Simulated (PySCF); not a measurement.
## Working out the ionisation energy of Ge

Ge [Ar] 3d10 4s2 4p2 (3P) → Ge⁺ [Ar] 3d10 4s2 4p1 (2P). Calculation: PySCF 2.14, in def2-QZVPPD (12s7p5d4f1g, 95 functions); the non-relativistic Hamiltonian (point nucleus). Frozen: [Ar] 3d10. Energies in hartree (1 hartree = 27.21139 eV):

```csv
part,Ge (lower),Ge⁺ (upper)
UHF,-2075.363003,-2075.089820
CCSD correlation,-0.067157,-0.052797
(T),-0.002119,-0.000882
```

Task: What does Hartree-Fock give?

Result: (-2075.089820) − (-2075.363003) = 0.273183 hartree = 7.434 eV.

Task: What do CCSD and CCSD(T) give?

Result: The CCSD correlation energies differ by 0.014360 hartree = 0.391 eV and the triples by 0.001237 hartree = 0.034 eV, so CCSD gives 7.825 eV and CCSD(T) 7.859 eV.

Measured between the centres of the two terms (NIST): 7.925 eV, so CCSD(T) (valence) is off by -0.066 eV.

The calculation is non-relativistic.

What remains against the reference includes basis incompleteness, the frozen core and higher excitations.
